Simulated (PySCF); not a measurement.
**Reproducing measurements on CH2Br2**

**What was measured.**

NIST CCCBDB Release 22 (SRD 101), experimental dipoles lists, for the gas: dipole moment (dielectric constant against temperature) 1.43 D.

How close the calculation comes is told at the end.

CH₂Br₂.
Atom-mapped SMILES: `[Br:1][CH2:2][Br:3]` (hydrogens: H4, H5 on C2)

Cartesian coordinates in Å at the PBE0-D3(BJ)/def2-SVP level; atoms count from 1:
```xyz
5
CH2Br2 angstrom
Br    -1.6343    0.9045    0.0305
C     -0.0200   -0.1415    0.0393
Br     1.5904    0.8955   -0.1201
H      0.0211   -0.6857    0.9877
H     -0.0628   -0.8293   -0.8109
```

Runs made with PySCF (gas phase, on this PBE0-D3(BJ)/def2-SVP geometry; no spin–orbit coupling):

| level | job | basis functions | wall time |
| --- | --- | --- | --- |
| PBE0-D3(BJ)/def2-SVP, grid level 1 | geometry optimisation from a GFN2-xTB start shaken at random | 88 | 10 s |

Hardware: one thread, Arm Neoverse V2 (aarch64), shared host.

**Comparison with experiment**

**Dipole moment.** Measured: 1.43 D (NIST CCCBDB Release 22 (SRD 101), experimental dipoles).

| level | computed (D) | computed − measured (D) | % (from the printed values) |
| --- | --- | --- | --- |
| PBE0-D3(BJ)/def2-SVP | 1.48 | +0.05 | +3 |

The computed dipoles belong to one fixed geometry; measured ones are averaged over vibrations unless marked μe. Magnitudes are compared, not signs.

The geometry is computed, not the measured one. Where a level misses, the cause wasn't examined.
